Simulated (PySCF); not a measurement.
H4SSn. Atoms are numbered in the order given.

```xyz
6

Sn     0.0008     0.5691     0.0000
S     -0.0807    -1.8586     0.0000
H      0.8139     1.1144    -1.4024
H     -1.6344     1.0539     0.0000
H      0.8139     1.1144     1.4024
H      1.2556    -2.0025     0.0000
```

Geometry optimised at B3LYP-D3(BJ)/def2-TZVP. The def2 effective core potentials stand for the cores of Sn; spin–orbit coupling is left out.

Calculation: PySCF with TDDFT-PBE0/def2-SVPD.

Vertical excitations.  State labels are in the subgroup Cs.

Computed lowest excited states:
| state | symmetry | energy (eV) | λ (nm) | f | main pairs |
|---|---|---|---|---|---|
| S1 | A" | 5.05 | 245 | 0.021 | HOMO→LUMO 98 % |
| S2 | A" | 5.76 | 215 | 0.004 | HOMO→LUMO+1 93 % |
| S3 | A" | 6.63 | 187 | 0.000 | HOMO→LUMO+2 89 % |
| S4 | A" | 6.74 | 184 | 0.005 | HOMO→LUMO+4 76 % |
| S5 | A' | 6.76 | 183 | 0.020 | HOMO→LUMO+3 74 %, HOMO−1→LUMO 24 % |
| S6 | A' | 7.30 | 170 | 0.183 | HOMO−2→LUMO 31 %, HOMO−1→LUMO+1 27 %, HOMO−1→LUMO 26 %, HOMO→LUMO+3 10 % |
| S7 | A' | 7.43 | 167 | 0.019 | HOMO−1→LUMO+1 52 %, HOMO−2→LUMO 42 % |
| S8 | A" | 7.45 | 166 | 0.001 | HOMO→LUMO+5 60 %, HOMO−3→LUMO 31 % |
| S9 | A' | 7.54 | 164 | 0.394 | HOMO−1→LUMO 36 %, HOMO−2→LUMO 20 %, HOMO−1→LUMO+1 18 %, HOMO→LUMO+3 12 % |
| S10 | A" | 7.61 | 163 | 0.019 | HOMO−3→LUMO 62 %, HOMO→LUMO+5 24 % |
| T1 | A" | 4.59 | 270 | 0 | HOMO→LUMO 96 % |
| T2 | A" | 5.44 | 228 | 0 | HOMO→LUMO+1 79 %, HOMO→LUMO+4 14 % |
| T3 | A' | 5.86 | 212 | 0 | HOMO−1→LUMO 92 % |
| T4 | A" | 6.30 | 197 | 0 | HOMO→LUMO+4 48 %, HOMO→LUMO+2 18 %, HOMO→LUMO+1 13 % |
Triplets are in the Tamm–Dancoff approximation, which puts them higher than full response would, so one can lie above its singlet here.
